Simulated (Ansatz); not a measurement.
Gas-phase electronic energies from Ansatz, PBE0-D4/def2-TZVP geometries. CCSD(T)/CBS is the MP2 limit (def2-TZVPP, def2-QZVPP) plus CCSD(T) − MP2 in def2-TZVPP, frozen cores. This one scheme is used for every species, atoms too. Functionals use def2-TZVPP. Open shells (•) are unrestricted, without spin–orbit coupling. Spin–orbit coupling would lower the free atoms: a little for Cl, F, S, Si; clearly for Ge. Bonds to Ge are less sure, by a few kJ/mol each and by 10 to 20 or more in all where they break to atoms, as the def2 sets lack core-valence functions. Scalar relativity is left out up to krypton. Each species was taken in one conformer, which may not be the lowest.

Consider the atomization: `F[SiH](Cl)[S][GeH3]` → Cl• + F• + Ge• + 4 H• + S• + Si•.

```
             level  ΔE (eV)
        r2SCAN0-D4    29.15
          BHLYP-D4    28.54
SCS-MP2/def2-TZVPP    29.00
      HF/CBS(def2)    21.68
```

What does CCSD(T)/CBS give? (Best estimate.)

Ansatz gave: +29.61 eV. The listed levels differ from it by -0.46, -1.07, -0.61, -7.93 eV.

Largest T1 diagnostic among the species: 0.012.

The D4 term adds +0.50 eV with B3LYP and +0.26 eV with PBE0; it sums over pairs of atoms, weighted by their polarisabilities, and B3LYP, whose exchange is more repulsive, gets the larger term. At CCSD(T), def2-SVP lies −2.77 eV from the extrapolated value and def2-TZVPP −0.88 eV: correlation converges slowly with the basis, and small sets miss more of it in the bonded molecule than in its fragments.

B3LYP here is the variant with VWN-RPA as its local correlation; programs differ in this.

For atomizations the MP2-based limit and the directly extrapolated one differ by several kJ/mol either way, and by 10 to 25 for some Ge, Se and Sn compounds, so smaller differences from it don't rank the levels.
